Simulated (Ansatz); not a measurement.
Species: trifluoroarsane, AsF3, charge 0, multiplicity 1. SMILES: F[As](F)F
Geometry from a B3LYP-D3(BJ)/def2-TZVP (Ansatz, an electronic-structure program) optimisation:
```
As
F 1 1.7294
F 1 1.7294 2 96.05
F 1 1.7294 2 96.05 3 -96.77
```

Wanted: atomisation energy, in kcal/mol. Set-up: spin-orbit terms left out; open shells spin-unrestricted; six Cartesian d functions in 6-31G* and its kin unless marked 5d; no dispersion term unless named; atomisation electronic, to ground-state atoms; non-relativistic. First-principles rows: single points at B3LYP-D3(BJ) geometries (Ansatz).

```csv
species,coefficient,"E at B3LYP/6-31G* (Ansatz), Eh","E at wB97X-V/def2-TZVPD (Ansatz), Eh"
F[As](F)F,-1,-2535.21786,-2535.32479
As atom,+1,-2235.56831,-2235.59388
F atom,+3,-99.71553,-99.73522
```

 1 Eh = 627.5095 kcal/mol.

Question: Compute it at each level from the table.

Answer: 
- B3LYP/6-31G*: the sum of coefficient times E is 0.50296 Eh, or 315.61 kcal/mol. Result: 315.6 kcal/mol.
- wB97X-V/def2-TZVPD: the sum of coefficient times E is 0.52525 Eh, or 329.60 kcal/mol. Result: 329.6 kcal/mol.
